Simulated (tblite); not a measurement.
Species: C₄H₇AlF₄S.
SMILES with atom numbers: `[CH3:1][S@+:2](/[CH:3]=[CH:4]/[C:5]([F:6])([F:7])[F:8])[AlH2-:9][F:10]` (hydrogens: H11, H12, H13 on C1; H14 on C3; H15 on C4; H16, H17 on Al9)
Bond orders are those of one Lewis drawing.

Computed with GFN2-xTB (tblite), gas phase: L-BFGS steps from a force-field or distance-geometry start until the largest atomic force falls under 0.01 eV/Å.

Step 73: E = -965.3050 eV
```
atom  x, y, z in Å  |  force x, y, z in eV/Å
C1     -1.8363   -1.2747    0.0148    0.003   0.025  -0.019
S2     -1.1084   -0.2484   -1.2913   -0.009  -0.028   0.014
C3      0.5509   -0.0393   -0.8146   -0.009   0.018   0.036
C4      1.1681   -0.5352    0.2526    0.005  -0.013  -0.082
C5      2.6256   -0.2856    0.4832    0.011   0.020  -0.007
F6      2.8908    0.0145    1.7602    0.000  -0.047   0.022
F7      3.1232    0.7080   -0.2607   -0.010   0.007  -0.025
F8      3.3653   -1.3773    0.1892   -0.025   0.005   0.048
Al9    -1.6351    1.9473   -0.1548   -0.065  -0.016   0.037
F10    -0.9948    1.5377    1.3174   -0.010   0.022  -0.030
H11    -1.3425   -2.2411    0.0344    0.007   0.006  -0.013
H12    -1.7633   -0.7705    0.9756    0.001   0.004   0.009
H13    -2.8821   -1.3959   -0.2554    0.024  -0.016   0.005
H14     1.0788    0.5805   -1.5270    0.016  -0.006  -0.007
H15     0.7051   -1.1654    0.9941   -0.003   0.017   0.005
H16    -3.1537    1.7424   -0.3375    0.032  -0.006   0.032
H17    -0.7989    2.8152   -1.1043    0.031   0.009  -0.023
```

Step 74: E = -965.3056 eV
```
atom  x, y, z in Å  |  force x, y, z in eV/Å
C1     -1.8369   -1.2765    0.0144    0.009   0.008  -0.001
S2     -1.1095   -0.2454   -1.2883   -0.027  -0.030   0.020
C3      0.5495   -0.0373   -0.8114   -0.018   0.020   0.010
C4      1.1691   -0.5376    0.2513    0.018  -0.008  -0.053
C5      2.6265   -0.2863    0.4823   -0.002   0.009   0.006
F6      2.8890    0.0134    1.7601    0.003  -0.025   0.023
F7      3.1251    0.7062   -0.2622   -0.016   0.003  -0.014
F8      3.3670   -1.3778    0.1928   -0.015  -0.012   0.029
Al9    -1.6366    1.9523   -0.1565   -0.045  -0.012   0.011
F10    -0.9902    1.5442    1.3117   -0.001   0.014   0.003
H11    -1.3387   -2.2410    0.0314    0.002   0.012  -0.010
H12    -1.7692   -0.7773    0.9787    0.011   0.013  -0.011
H13    -2.8817   -1.4027   -0.2569    0.023  -0.011  -0.005
H14     1.0760    0.5842   -1.5224    0.025   0.007  -0.022
H15     0.7063   -1.1673    0.9931    0.000   0.008   0.008
H16    -3.1543    1.7452   -0.3321    0.017  -0.002   0.024
H17    -0.7985    2.8158   -1.1102    0.016   0.007  -0.019
```

Problem. Estimate the geometry and energy of step 75. (The exact step hangs on the optimiser's Hessian estimate; all steps are aligned on step 74, rigid shifts and turns removed.)

Solution. E = -965.3060 eV, largest force 0.029 eV/Å
```
atom  x, y, z in Å  |  force x, y, z in eV/Å
C1     -1.8368   -1.2774    0.0142    0.008  -0.007   0.012
S2     -1.1109   -0.2451   -1.2872   -0.019  -0.013   0.012
C3      0.5476   -0.0350   -0.8093   -0.009   0.010   0.000
C4      1.1693   -0.5391    0.2504    0.006  -0.006  -0.028
C5      2.6265   -0.2865    0.4821   -0.009  -0.001   0.011
F6      2.8880    0.0124    1.7604    0.000  -0.007   0.016
F7      3.1251    0.7052   -0.2636   -0.015  -0.003   0.000
F8      3.3669   -1.3785    0.1955   -0.007  -0.019   0.014
Al9    -1.6376    1.9542   -0.1582   -0.013   0.000  -0.004
F10    -0.9867    1.5474    1.3078    0.002   0.010   0.019
H11    -1.3363   -2.2407    0.0301    0.004   0.010  -0.005
H12    -1.7713   -0.7796    0.9796    0.012   0.015  -0.018
H13    -2.8808   -1.4071   -0.2582    0.016  -0.007  -0.005
H14     1.0741    0.5878   -1.5195    0.020   0.007  -0.020
H15     0.7076   -1.1693    0.9933    0.006   0.015  -0.011
H16    -3.1541    1.7468   -0.3277   -0.002  -0.002   0.017
H17    -0.7977    2.8168   -1.1139   -0.001  -0.004  -0.010
```

The energy changes by -0.0003 eV. The first-order estimate −F·Δx gives -0.0005 eV and the mean of the old and new forces, exact on a quadratic surface, -0.0003 eV. The step makes an angle of 73° with the force vector and moves no atom by more than 0.006 Å.

The cost below is that of the whole relaxation. Hardware: one thread, Arm Neoverse N1 (aarch64), on a shared host. Cost: 1.9 s of wall time.
